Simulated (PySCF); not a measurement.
A PySCF script (with the pyscf-properties extension) for the NMR shieldings of `[C@H](C#CC)(F)[Se][Se]C`, C5H7FSe2, on a GFN2-xTB geometry:

```python
import basis_set_exchange as bse
import numpy as np
from pyscf import gto, dft
from pyscf.prop import nmr

atoms = """
C     3.951334   -0.085701    0.004238
C     2.528947    0.059008    0.188346
C     1.351076    0.188886    0.384975
C    -0.066044    0.358249    0.521284
F    -0.575564    1.191735   -0.441714
Se   -1.027166   -1.423657    0.320112
Se   -3.122032   -0.777244    0.965956
C    -3.811888   -0.070947   -0.740377
H     4.296451    0.628683   -0.742283
H     4.179544   -1.094848   -0.336632
H     4.470319    0.101232    0.943594
H    -0.358639    0.768641    1.495976
H    -4.828099    0.266316   -0.560157
H    -3.802917   -0.863170   -1.483755
H    -3.189736    0.760808   -1.058440
"""
names = dict.fromkeys(["C", "F", "Se", "H"], "pcSseg-1")
basis = {el: gto.basis.parse(bse.get_basis(n, elements=[el], fmt="nwchem")) for el, n in names.items()}
mol = gto.M(atom=atoms, basis=basis, charge=0, verbose=0)
mf = dft.RKS(mol, xc="PBE0")
mf.grids.level = 2
mf.grids.alignment = dft.numint.BLKSIZE   # the property module wants whole blocks of grid points
mf.conv_tol = 1e-9
mf.kernel()

calc = nmr.RKS(mf)   # GIAO
C = mf.mo_coeff
Co = C[:, mf.mo_occ > 0]
resp = mf.gen_response(singlet=True, hermi=2)
def vind(x):   # induced exchange potential for any number of trial vectors
    d = np.einsum("pi,xij,qj->xpq", C, 2 * x.reshape(-1, C.shape[1], Co.shape[1]), Co, optimize=True)
    return np.einsum("xpq,pi,qj->xij", resp(d - d.transpose(0, 2, 1)), C, Co, optimize=True).ravel()
mo1, _ = nmr.rhf.solve_mo1(calc, with_cphf=vind)
sigma = calc.kernel(mo1)
for i, s in enumerate(sigma):   # ppm
    print("%2d %-2s %9.2f" % (i, mol.atom_pure_symbol(i), np.trace(s) / 3))
```

**Question.** What are the results?

**Answer.** 
```
 0 C     181.72
 1 C      82.30
 2 C     108.10
 3 C      80.57
 4 F     343.42
 5 Se   1134.02
 6 Se   1495.42
 7 C     160.61
 8 H      29.50
 9 H      29.53
10 H      29.54
11 H      25.41
12 H      30.01
13 H      29.16
14 H      28.88
```

These numbers come from an equivalent density-fitted implementation of the same equations, which agrees with the script to about 0.01 ppm for H and up to a few tenths of a ppm for heavy atoms, so last digits may differ.

Relativistic effects, spin–orbit coupling among them, are left out; they matter for Se and for the light atoms bonded to it.

Size and cost of the density-fitted run: 219 basis functions, 64 s wall time on 1 thread of an Arm Neoverse V1, shared host.
